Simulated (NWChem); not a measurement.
System: MgSiH$_{4}$; SMILES [SiH3][MgH]

The following NWChem deck was run.

```
start job
memory heap 200 mb stack 900 mb global 1100 mb
geometry units angstroms noautoz
  Mg    -0.183264    -1.453594    -0.002392
  H     -0.241304    -3.167557    -0.003368
  Si    -0.098670     1.137408    -0.000963
  H      1.287101     1.685182     0.266209
  H     -0.992771     1.761487     1.049117
  H     -0.530675     1.746698    -1.317699
end
basis spherical
  * library 6-311++g**
end
dft
  xc hfexch
  iterations 150
  mulliken
end
task dft energy
```

Parts of the log:

```
             Northwest Computational Chemistry Package (NWChem) 7.3.0
             --------------------------------------------------------

 C3  symmetry detected

                             Geometry "geometry" -> ""
                             -------------------------

 Output coordinates in angstroms (scale by  1.889725989 to convert to a.u.)

  No.       Tag          Charge          X              Y              Z
 ---- ---------------- ---------- -------------- -------------- --------------
    1 Mg                  12.0000    -0.00000000     0.00000000    -1.47125692
    2 H                    1.0000     0.00000000    -0.00000000    -3.18620149
    3 Si                  14.0000     0.00000000    -0.00000000     1.12112606
    4 H                    1.0000    -0.14112782     1.38522966     1.71517323
    5 H                    1.0000     1.27020799    -0.57039455     1.71517323
    6 H                    1.0000    -1.12908016    -0.81483511     1.71517323

 Effective nuclear repulsion energy (a.u.)      60.8460933149

      Symmetry information
      --------------------

 Group name             C3
 Group number              5
 Group order               3
 No. of unique centers     4

  xc_inp: hfexch multiplicative factor not found.

                                 NWChem DFT Module
                                 -----------------

 Summary of "ao basis" -> "ao basis" (spherical)
 ------------------------------------------------------------------------------
       Tag                 Description            Shells   Functions and Types
 ---------------- ------------------------------  ------  ---------------------
 Mg                        6-311++g**               14       30   7s6p1d
 H                         6-311++g**                5        7   4s1p
 Si                        6-311++g**               14       30   7s6p1d

      Symmetry analysis of basis
      --------------------------

        a          40
        e+         24
        e-         24

  Rotation of axis

            General Information
            -------------------
          SCF calculation type: DFT
          Wavefunction type:  closed shell.
          No. of atoms     :     6
          No. of electrons :    30
           Alpha electrons :    15
            Beta electrons :    15
          Charge           :     0
          Spin multiplicity:     1
          Use of symmetry is: on ; symmetry adaption is: on
          Maximum number of iterations: 150
          AO basis - number of functions:    88
                     number of shells:    48
          Convergence on energy requested:  1.00D-06
          Convergence on density requested:  1.00D-05
          Convergence on gradient requested:  5.00D-04

              XC Information
              --------------
                     Hartree-Fock (Exact) Exchange  1.000

      Superposition of Atomic Density Guess
      -------------------------------------

 Sum of atomic energies:        -490.44264879

      Non-variational initial energy
      ------------------------------

 Total energy =    -490.687670
 1-e energy   =    -802.913905
 2-e energy   =     251.380142
 HOMO         =      -0.251957
 LUMO         =      -0.009147

      Symmetry analysis of molecular orbitals - initial
      -------------------------------------------------

  Numbering of irreducible representations:

     1 a           2 e+          3 e-

  Orbital symmetries:

     1 a           2 a           3 a           4 e+          5 e+
     6 a           7 a           8 a           9 e+         10 e+
    11 a          12 a          13 e+         14 e+         15 a
    16 a          17 e+         18 e+         19 a          20 e+
    21 e+         22 a          23 a          24 e+         25 e+

     ---------------------------------------------
      Total Density - Mulliken Population Analysis
     ---------------------------------------------

    Atom       Charge   Shell Charges
 -----------   ------   -------------------------------------------------------
    1 Mg  12    11.39   0.78  1.20  1.06  0.94  0.77  0.32  2.32  3.61  0.19  0.15  0.03 -0.00 -0.00  0.04
    2 H    1     1.33   0.22  0.61  0.47  0.03  0.00
    3 Si  14    13.95   0.79  1.18  0.97  1.02  0.83  0.62  1.95  3.94  0.54  1.53  0.50 -0.03  0.04  0.06
    4 H    1     1.11   0.22  0.57  0.29  0.01  0.01
    5 H    1     1.11   0.22  0.57  0.29  0.01  0.01
    6 H    1     1.11   0.22  0.57  0.29  0.01  0.01

   convergence    iter        energy       DeltaE   RMS-Dens  Diis-err
 ---------------- ----- ----------------- --------- --------- ---------
 d= 0,ls=0.0,diis     1   -490.8156953316 -5.52D+02  6.44D-03  7.06D-02
 d= 0,ls=0.0,diis     2   -490.8412602335 -2.56D-02  2.34D-03  6.71D-03
 d= 0,ls=0.0,diis     3   -490.8441906603 -2.93D-03  5.02D-04  3.12D-04
 d= 0,ls=0.0,diis     4   -490.8442877967 -9.71D-05  1.38D-04  1.70D-05
 d= 0,ls=0.0,diis     5   -490.8442944192 -6.62D-06  4.46D-05  1.11D-06
 d= 0,ls=0.0,diis     6   -490.8442949762 -5.57D-07  1.33D-05  4.45D-08
 d= 0,ls=0.0,diis     7   -490.8442950013 -2.51D-08  2.22D-06  1.15D-09

         Total DFT energy =     -490.844295001267
      One electron energy =     -804.242500436526
           Coulomb energy =      290.363303321093
    Exchange-Corr. energy =      -37.811191200768
 Nuclear repulsion energy =       60.846093314935

 Numeric. integr. density =        0.000000000000

                  Occupations of the irreducible representations
                  ----------------------------------------------

                     irrep           alpha         beta
                     --------     --------     --------
                     a                 9.0          9.0
                     e+                6.0          6.0
                     e-                0.0          0.0

                       DFT Final Molecular Orbital Analysis
                       ------------------------------------

[...]
```

Level: Hartree-Fock/6-311++G** (spherical d). Geometry: optimised at PBE-D3(BJ)/def2-SVP.
